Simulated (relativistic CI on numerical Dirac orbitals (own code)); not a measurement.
# Radial parameters of K³⁺

Computed by Dirac-Coulomb-Breit CI, KLI orbitals optimised for each configuration, model QED, valence Slater integrals scaled by 0.85, P86 correlation energy added to each configuration (own radial code, finite nucleus).

Slater integrals F^k, G^k are unscaled and averaged over j, outside the closed core [Ne]; ζ comes from projecting the Hamiltonian with its Breit term on Σ l·s of the shell.

- 3s2.3p4: F^2(3p,3p) = 77326, ζ(3p) = 1612.1 cm⁻¹; <r>(3p) = 1.301, <r^2>(3p) = 1.967 (bohr units).
- 3s.3p5: G^1(3s,3p) = 105450, ζ(3p) = 1611.1 cm⁻¹; <r>(3s) = 1.206, <r^2>(3s) = 1.666, <r>(3p) = 1.301, <r^2>(3p) = 1.967 (bohr units).
- 3s2.3p3.3d: F^2(3p,3p) = 77733, ζ(3p) = 1652.3, F^2(3p,3d) = 68212, G^1(3p,3d) = 85424, G^3(3p,3d) = 51951, ζ(3d) = 35.366 cm⁻¹; <r>(3p) = 1.294, <r^2>(3p) = 1.946, <r>(3d) = 1.538, <r^2>(3d) = 2.855 (bohr units).

In this model ζ of a weakly bound d, f or g electron outside closed shells comes out too small, for d by up to a factor of two or three and at times with the wrong sign; that of an outer p electron is too small as well.

For a near-neutral ion this model can misplace configurations by up to about 10,000 cm⁻¹ (more where the count of f electrons changes) and terms by 10 to 25 % of their spread. Rates follow the energies as ν³ (E1, M1) or ν⁵ (E2), so they and the lifetimes can be off by large factors. The fine structure of a lone outer electron comes out too small, for d and f at times inverted, and misplaced configurations move strength between like terms. 29 of the 36 excited levels that our extract of the measured tables holds in this range could be paired (the sources list more); they are missed by 11304 cm⁻¹ on average and 17220 at most, and levels without a partner can miss by more.

Averages of the first 10 configurations, taken without configuration mixing, which lowers the lowest level and can move excited configurations by several eV; other configurations of the list can lie among them:

| Configuration | Parity | States | Average energy above the lowest level (eV) |
| --- | --- | --- | --- |
| 3s2.3p4 | even | 15 | 3.1 |
| 3s.3p5 | odd | 12 | 24.2 |
| 3s2.3p3.3d | odd | 200 | 29.4 |
| 3p6 | even | 1 | 49.1 |
| 3s.3p4.3d | even | 300 | 49.1 |
| 3s2.3p3.4s | odd | 40 | 36.9 |
| 3s2.3p3.4p | even | 120 | 41.8 |
| 3s2.3p3.4d | odd | 200 | 48.5 |
| 3s2.3p3.5s | odd | 40 | 50.5 |
| 3s2.3p3.4f | even | 280 | 52.3 |
